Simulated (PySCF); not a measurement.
HgI, SMILES [I][Hg+], charge +1. Atoms are numbered in the order given.

```xyz
2

Hg     0.0000     0.0000    -1.0187
I      0.0000     0.0000     1.5376
```
Charge +1, spin multiplicity 1.

Coordinates come from a r2SCAN-D4/def2-TZVP optimisation. The multiplicity is an assumed one; other spin states were not compared. The def2 effective core potentials stand for the cores of Hg, I; spin–orbit coupling is left out.

Vertical ionisation energy (IE) and electron affinity (EA) in eV. Rows of orbital energies are one-electron estimates. Where ΔSCF, EOM or ADC give a negative EA the extra electron is unbound and the value depends on the basis.

```csv
level,IE,EA
"−ε(HOMO), −ε(LUMO), r2SCAN/def2-TZVPD (PySCF)",12.53,11.38
"−ε(HOMO), −ε(LUMO), M06-2X/def2-TZVPD (PySCF)",14.47,9.75
```
